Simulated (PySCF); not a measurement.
B3LYP has the VWN-RPA correlation part, as in Gaussian. Delta-SCF ions had no search for a lower state. Excitations are Tamm–Dancoff values on a coarser integration grid. The basis has no diffuse functions, so Rydberg states are missing or too high.

## I$_{4}$Si, SMILES `I[Si](I)(I)I` (charge 0, multiplicity 1)

Computed with PySCF with B3LYP-D3(BJ)/def2-TZVP // B3LYP-D3(BJ)/def2-SVP.

```yaml
HOMO: -7.46 eV
dipole_moment: 0.000 e·Å
HOMO–LUMO gap: 4.40 eV
LUMO: -3.06 eV
S1 excitation (TDA): 3.54 eV
S1 oscillator strength: 0.000
vertical ionisation energy (Delta-SCF): 9.15 eV
total_energy: -40297.88 eV
cost: about 2.7 core-minutes (a rough figure)
```

Bond lengths (Å): I1–Si2 2.461, Si2–I3 2.461, Si2–I4 2.461, Si2–I5 2.461. Angles (°): I1–Si2–I3 109.5, I1–Si2–I4 109.5, I1–Si2–I5 109.5, I3–Si2–I4 109.5, I3–Si2–I5 109.5, I4–Si2–I5 109.5.
